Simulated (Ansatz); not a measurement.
Cl3HSn (`[Cl][SnH]([Cl])[Cl]`), charge 0, multiplicity 1.

Problem. Give a relaxed structure at PBE0-D4/def2-TZVP (Ansatz 0.2.0). (An estimate is asked.)

Solution. Ansatz gave: 
Z-matrix (Å, degrees):
```
Sn
Cl 1 2.300
Cl 1 2.300 2 107.4
Cl 1 2.300 2 107.4 3 115.3
H 1 1.692 2 111.5 3 -122.4
```
Point group C3v.
